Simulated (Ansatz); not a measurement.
B₃N₃H₁₂, a cluster cut from zinc blende BN (hydrogen-capped), relaxed as a singlet with RKS PBE-D4/def2-SVP in Ansatz, starting from the GFN2-xTB geometry. Force threshold 0.02 eV/Å.

Start:

```
atom   x (Å)   y (Å)   z (Å)
  B1  -0.606  -1.444  -0.180
  B2   0.197   0.880  -1.293
  B3   0.987   0.236   1.205
  N4  -0.189  -0.821   1.213
  N5   0.565   1.354   0.170
  N6  -0.927  -0.220  -1.129
  H7  -1.607  -2.092  -0.030
  H8   0.297  -2.067  -0.625
  H9  -0.260   1.812  -1.899
 H10   1.150   0.402  -1.808
 H11   1.073   0.731   2.298
 H12   1.988  -0.285   0.845
 H13  -1.006  -0.408   1.652
 H14   0.100  -1.588   1.808
 H15  -0.210   1.887   0.554
 H16   1.344   1.996   0.090
 H17  -1.786   0.224  -0.820
 H18  -1.112  -0.596  -2.050
```

| step | energy (eV) | largest force component (eV/Å) | SCF passes |
| --- | --- | --- | --- |
| 1 | -6684.6073 | 0.852 | 18 |
| 2 | -6684.7641 | 0.259 | 19 |
| 3 | -6684.7864 | 0.066 | 19 |
| 4 | -6684.7873 | 0.018 | 20 |

Force components are those of the run's own axes.

End:

```xyz
18

B    -0.640   -1.443   -0.169
B     0.172    0.904   -1.293
B     0.970    0.254    1.231
N    -0.190   -0.836    1.233
N     0.576    1.376    0.172
N    -0.941   -0.225   -1.148
H    -1.667   -2.111   -0.017
H     0.297   -2.087   -0.630
H    -0.294    1.862   -1.919
H     1.159    0.408   -1.826
H     1.058    0.761    2.354
H     2.006   -0.285    0.856
H    -1.008   -0.500    1.765
H     0.158   -1.628    1.792
H    -0.137    2.012    0.562
H     1.406    1.975    0.064
H    -1.861    0.194   -0.940
H    -1.064   -0.631   -2.086
```

By distances, no bond broke or formed. The bond that changes most is B1–H8, from 1.18 to 1.23 Å (atoms count from 1). The end is the same structure that another start reached.

No frequencies were taken in this run, so the end may be a saddle point.

Hardware: 4 threads of Arm Neoverse V1 on a shared host. Wall time 6.5 s.
